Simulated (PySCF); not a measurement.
BeHI, SMILES [I][BeH]. Heavy atoms are numbered as in [BeH:1][I:3]. Hydrogens are named by the atom that carries them.

Geometry: r2SCAN-D4/def2-TZVPD. The def2 effective core potentials stand for the cores of I; spin–orbit coupling is left out.

These are r2SCAN/def2-TZVPD in PySCF values and carry that method's errors.

Mulliken values depend strongly on the basis, most of all with diffuse functions as here. ESP charges are fitted to the potential on shells at 1.4 to 2.0 van der Waals radii. Atomic charges (e), one atom of each kind:

```tsv
atom	ESP fit	Mulliken
Be1 (BeH)	[?]	-0.02
H on Be1	[?]	0.08
I3	[?]	-0.06
```

### Question
Some entries are withheld; supply them. (An estimate is asked for; the answer gives what the named calculation found.)

### Answer

- Be1 (BeH), ESP fit: 0.40
- H on Be1, ESP fit: -0.22
- I3, ESP fit: -0.17
